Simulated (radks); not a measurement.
The neodymium ion Nd2+, configuration [Xe] 4f2 5d2 (not the ground configuration). Calculated with a radial shooting solver on a logarithmic mesh with Libxc functionals: Dirac Kohn-Sham, RPBE, spin-unpolarised, spherical densities, point nucleus; open shells fill j = l - 1/2 first.

Unscreened Slater integrals over Kohn-Sham orbitals (eV). Large and small components are both included. Empty in this configuration: 4f7/2.

| integral | value |
|---|---|
| F0(5d3/2,5d3/2) | 10.607 |
| F2(5d3/2,5d3/2) | 5.5320 |
| F0(5d3/2,4f5/2) | 13.479 |
| F2(5d3/2,4f5/2) | 3.6241 |
| G1(5d3/2,4f5/2) | 1.7380 |
| G3(5d3/2,4f5/2) | 1.4165 |
| F0(5d3/2,5p3/2) | 12.153 |
| F2(5d3/2,5p3/2) | 5.9729 |
| G1(5d3/2,5p3/2) | 7.1012 |
| G3(5d3/2,5p3/2) | 4.3963 |
| F0(5d3/2,5p1/2) | 12.322 |
| G1(5d3/2,5p1/2) | 6.7466 |
| F0(5d3/2,4f7/2) | 13.464 |
| F2(5d3/2,4f7/2) | 3.6516 |
| G3(5d3/2,4f7/2) | 1.4405 |
| G5(5d3/2,4f7/2) | 1.0995 |
| F0(4f5/2,4f5/2) | 27.432 |
| F2(4f5/2,4f5/2) | 13.040 |
| F4(4f5/2,4f5/2) | 8.1812 |
| F0(4f5/2,5p3/2) | 17.693 |
| F2(4f5/2,5p3/2) | 6.2507 |
| G2(4f5/2,5p3/2) | 3.2253 |
| G4(4f5/2,5p3/2) | 2.5121 |
| F0(4f5/2,5p1/2) | 18.384 |
| G2(4f5/2,5p1/2) | 3.6512 |
| F0(4f5/2,4f7/2) | 27.313 |
| F2(4f5/2,4f7/2) | 12.981 |
| F4(4f5/2,4f7/2) | 8.1434 |
| G2(4f5/2,4f7/2) | 12.958 |
| G4(4f5/2,4f7/2) | 8.1298 |
| G6(4f5/2,4f7/2) | 5.8487 |
| F0(5p3/2,5p3/2) | 14.805 |
| F2(5p3/2,5p3/2) | 8.0072 |
| F0(5p3/2,5p1/2) | 15.147 |
| G2(5p3/2,5p1/2) | 8.1306 |
| F0(5p3/2,4f7/2) | 17.663 |
| F2(5p3/2,4f7/2) | 6.2812 |
| G2(5p3/2,4f7/2) | 3.2743 |
| G4(5p3/2,4f7/2) | 2.5445 |
| F0(5p1/2,5p1/2) | 15.524 |
| F0(5p1/2,4f7/2) | 18.350 |
| G4(5p1/2,4f7/2) | 2.8454 |
| F0(4f7/2,4f7/2) | 27.196 |
| F2(4f7/2,4f7/2) | 12.923 |
| F4(4f7/2,4f7/2) | 8.1066 |
| F6(4f7/2,4f7/2) | 5.8316 |
